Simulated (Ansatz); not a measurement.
B9N9 (started as a model of: (BN)9 cage of four- and six-membered rings). The state is a singlet with charge 0. Geometry PBE-D4/def2-SVP; atoms count from 1.

```xyz
18

B     0.2678    0.0156    1.9574
N    -1.0287   -0.6175    1.6229
B    -0.0214   -1.5462    0.9975
N     1.2302   -1.0655    1.6795
B     1.6791    0.0307    0.7523
N     0.9231    1.1924    1.3415
B    -0.0074    1.7954    0.4038
N    -1.5016    1.7054    0.5537
B    -1.7081    0.2183    0.6490
N    -1.8436   -0.1174   -0.8127
B    -1.2815    1.2527   -0.8314
N     0.1081    1.6924   -1.0941
B    -0.8213   -1.0377   -1.2789
N    -0.0554   -1.9798   -0.3881
N     1.8963   -0.1699   -0.6695
B     0.8793    0.5393   -1.5241
N     0.2714   -0.6399   -2.2332
B     1.0137   -1.2682   -1.1259
```

Estimate the Mulliken populations from the PBE0/def2-SVP orbitals of Ansatz.


| atom | charge (e) |
| --- | --- |
| B1 | 0.16 |
| N2 | -0.10 |
| B3 | 0.09 |
| N4 | -0.12 |
| B5 | 0.09 |
| N6 | -0.10 |
| B7 | 0.09 |
| N8 | -0.12 |
| B9 | 0.09 |
| N10 | -0.10 |
| B11 | 0.16 |
| N12 | -0.10 |
| B13 | 0.09 |
| N14 | -0.10 |
| N15 | -0.10 |
| B16 | 0.09 |
| N17 | -0.12 |
| B18 | 0.16 |
Mulliken values depend strongly on the basis.

And the Mayer bond orders between heavy atoms (over 0.3)?

B1–N2 1.01 (1.48 Å); B1–N4 0.97 (1.47 Å); B1–N6 1.01 (1.48 Å); N2–B3 1.08 (1.51 Å); N2–B9 1.18 (1.45 Å); B3–N4 1.09 (1.50 Å); B3–N14 1.18 (1.45 Å); N4–B5 1.09 (1.50 Å); B5–N6 1.08 (1.51 Å); B5–N15 1.18 (1.45 Å); N6–B7 1.18 (1.45 Å); B7–N8 1.09 (1.50 Å); B7–N12 1.08 (1.51 Å); N8–B9 1.09 (1.50 Å); N8–B11 0.97 (1.47 Å); B9–N10 1.08 (1.51 Å); N10–B11 1.01 (1.48 Å); N10–B13 1.18 (1.45 Å); B11–N12 1.01 (1.48 Å); N12–B16 1.18 (1.45 Å); B13–N14 1.08 (1.51 Å); B13–N17 1.09 (1.50 Å); N14–B18 1.01 (1.48 Å); N15–B16 1.08 (1.51 Å); N15–B18 1.01 (1.48 Å); B16–N17 1.09 (1.50 Å); N17–B18 0.97 (1.47 Å).
